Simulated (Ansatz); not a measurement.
Basis-set series for C$_{3}$H$_{9}$NOW, SMILES `C[N]=[W]([CH3])([CH3])=[O]`. The species carries charge 0 and has multiplicity 1. W: def2 effective core potential. The geometry is a stationary point of PBE0-D4/def2-TZVP.

```json
{"functional": "PBE0-D4", "basis": "def2-SVP", "functions": "147", "energy (Eh)": "-316.39377", "HOMO (eV)": "-7.44", "LUMO (eV)": "-1.64"}
{"functional": "PBE0-D4", "basis": "def2-TZVPP", "functions": "337", "energy (Eh)": "-316.70354", "HOMO (eV)": "-7.45", "LUMO (eV)": "-1.70"}
{"functional": "ωB97M-V", "basis": "def2-SVP", "functions": "147", "energy (Eh)": "-316.45597", "HOMO (eV)": "-9.69", "LUMO (eV)": "0.31"}
{"functional": "ωB97M-V", "basis": "def2-TZVPP", "functions": "337", "energy (Eh)": "-316.78063", "HOMO (eV)": "-9.71", "LUMO (eV)": "0.26"}
```

(1) Give the rows for def2-QZVPP. (An estimate is asked.)

Results:

(1) Ansatz gave: 
```
functional       basis  functions  energy (Eh)  HOMO (eV)  LUMO (eV)
   PBE0-D4  def2-QZVPP        636   -316.71879      -7.47      -1.72
   ωB97M-V  def2-QZVPP        636   -316.79540      -9.72       0.23
```

Positive LUMOs are unbound and depend on the basis.
